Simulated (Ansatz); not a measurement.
`FC(F)(F)c1ccc(-c2ccc(-c3ccc(C(F)(F)F)s3)s2)s1`. Total charge 0; singlet. Geometry PBE-D4/def2-SVP; atoms count from 1.

```xyz
29

F    -6.8741   -2.4904    0.8496
C    -6.2365   -2.0735   -0.2671
F    -6.2705   -3.0883   -1.1666
F    -6.9589   -1.0584   -0.8029
C    -4.8348   -1.6563    0.0537
C    -4.2137   -1.6831    1.2902
C    -2.8720   -1.2250    1.2372
C    -2.4692   -0.8488   -0.0445
C    -1.1897   -0.3457   -0.4879
C    -0.7651   -0.0259   -1.7786
C     0.5678    0.4414   -1.8343
C     1.1926    0.4858   -0.5869
C     2.5449    0.8993   -0.2847
C     3.5793    1.1745   -1.1807
C     4.7863    1.5543   -0.5407
C     4.6782    1.5660    0.8399
C     5.7405    1.9268    1.8311
F     6.9208    2.1334    1.2049
F     5.4360    3.0568    2.5170
F     5.9233    0.9513    2.7551
S     3.0827    1.1214    1.3654
S     0.0988   -0.0643    0.6631
S    -3.7759   -1.0632   -1.1905
H    -4.7224   -2.0280    2.1994
H    -2.2052   -1.1725    2.1089
H    -1.4137   -0.1312   -2.6595
H     1.0703    0.7512   -2.7599
H     3.4619    1.0853   -2.2684
H     5.7184    1.8072   -1.0624
```

Single mean-field runs in def2-TZVP are fitted with def2-universal-jkfit.

(1) Estimate the Mulliken populations from the PBE0/def2-TZVP orbitals of Ansatz.

(2) And the Mayer bond orders between heavy atoms (over 0.3)?

## Answers

(1) 
```csv
atom,charge (e)
F1,-0.16
C2,0.43
F3,-0.16
F4,-0.16
C5,-0.08
C6,-0.12
C7,-0.22
C8,0.01
C9,0.12
C10,-0.15
C11,-0.21
C12,0.17
C13,0.06
C14,-0.25
C15,-0.11
C16,-0.09
C17,0.43
F18,-0.16
F19,-0.16
F20,-0.16
S21,0.05
S22,0.01
S23,0.04
H24,0.15
H25,0.14
H26,0.14
H27,0.13
H28,0.13
H29,0.15
```
Mulliken values depend strongly on the basis.

(2) F1–C2 1.15 (1.35 Å); C2–F3 1.16 (1.36 Å); C2–F4 1.16 (1.36 Å); C2–C5 1.02 (1.50 Å); C5–C6 1.54 (1.38 Å); C5–S23 1.25 (1.74 Å); C6–C7 1.30 (1.42 Å); C7–C8 1.46 (1.40 Å); C8–C9 0.98 (1.44 Å); C8–S23 1.28 (1.75 Å); C9–C10 1.41 (1.40 Å); C9–S22 1.26 (1.75 Å); C10–C11 1.33 (1.41 Å); C11–C12 1.49 (1.40 Å); C12–C13 0.93 (1.45 Å); C12–S22 1.25 (1.75 Å); C13–C14 1.52 (1.40 Å); C13–S21 1.27 (1.75 Å); C14–C15 1.30 (1.42 Å); C15–C16 1.53 (1.38 Å); C16–C17 1.02 (1.50 Å); C16–S21 1.26 (1.74 Å); C17–F18 1.15 (1.35 Å); C17–F19 1.16 (1.36 Å); C17–F20 1.15 (1.36 Å).
